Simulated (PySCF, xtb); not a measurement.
C4H4, SMILES C(#C)C=C.

Harmonic wavenumbers (cm⁻¹) from GFN2-xTB (xtb) at its own minimum, in rising order: 194, 276, 481, 582, 665, 708, 884, 914, 994, 1081, 1269, 1401, 1663, 2254, 3037, 3104, 3132, 3395.

Task: What does PBE-D3(BJ)/def2-SVP in PySCF give at its own minimum? (The exact figures need the calculation; the answer reports its results.)

Result: 213, 316, 533, 625, 646, 681, 883, 900, 966, 1065, 1255, 1371, 1627, 2146, 3070, 3087, 3192, 3407. Paired by order, the mean absolute difference is 31 cm⁻¹ and the zero-point energies are 37.2 and 37.1 kcal/mol.
